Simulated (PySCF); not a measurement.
**From a computed spectrum to the compound**

A species of 9 atoms with charge -1 has these harmonic modes (PBE0, small Gaussian bases with core potentials, PySCF 2.14.0):

| cm⁻¹ | km/mol | symmetry |
| --- | --- | --- |
| 64 | 0.1 |  |
| 64 | 0.4 |  |
| 69 | 7.3 |  |
| 70 | 7.2 |  |
| 82 | 9.1 |  |
| 123 | 15.8 |  |
| 124 | 15.8 |  |
| 198 | 0.0 |  |
| 210 | 25.5 |  |
| 265 | 0.0 |  |
| 270 | 47.5 |  |
| 270 | 47.5 |  |
| 283 | 62.4 |  |
| 426 | 0.0 |  |
| 429 | 22.3 |  |
| 430 | 22.2 |  |
| 443 | 30.5 |  |
| 2682 | 11.0 |  |
| 2682 | 0.6 |  |
| 2682 | 11.0 |  |
| 2683 | 7.0 |  |

Problem. Which species is it, and in which structure?

Solution. [Er(SH)4]− (singlet in the valence; each metal's 4f electrons, 11 of them, lie in its core potential, out of spins and levels):
```xyz
9

Er    0.0000    0.0000    0.0000
S     1.4270    1.5785    1.5387
H     1.8277    0.4989    2.2533
S    -1.4270   -1.5785    1.5387
H    -1.8277   -0.4989    2.2533
S     1.5785   -1.4270   -1.5387
H     0.4989   -1.8277   -2.2531
S    -1.5785    1.4270   -1.5387
H    -0.4989    1.8277   -2.2531
```
Ideal gas at 298.15 K and 1 bar: S = 485.3 J/(mol K), Cp = 158.2 J/(mol K), H − H(0 K) = 34.6 kJ/mol (rigid rotor, harmonic modes, spin degeneracy alone, that of the 4f electrons in the core included). An lcecp potential fixes the number of 4f electrons, so in runs with it no electron can move into or out of that shell.
 Other answers can fit too; this one was computed.
